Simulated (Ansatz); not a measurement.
H5B2N, SMILES `BBN` (charge 0, multiplicity 1).

Z-matrix (Å, degrees):
```
B
N 1 1.3907
H 2 1.0055 1 124.01
H 2 1.0057 3 113.13 1 -179.99
H 1 1.2104 2 116.11 3 -179.98
B 1 1.6636 5 114.97 2 179.99
H 6 1.2010 1 122.18 5 86.95
H 6 1.2010 7 115.38 1 174.31
```
Charge 0, spin multiplicity 1.

Frozen-core energies in 6-31g from Ansatz (a program for electronic structure) at a geometry from PBE0-D3(BJ)/def2-TZVP; the HF reference has <S^2> = 0.00 and the T1 diagnostic is 0.015.

| level | energy (Ha) | difference from CCSDTQ (mHa) |
|---|---|---|
| HF | -106.69108 | 250.64 |
| MP2 | -106.90246 | 39.26 |
| CCSD | -106.93532 | 6.40 |
| CCSD(T) | -106.94060 | 1.12 |
| CCSDT | -106.94135 | 0.37 |
| CCSDT(Q) | -106.94175 | -0.04 |
| CCSDTQ | -106.94172 | 0.00 |
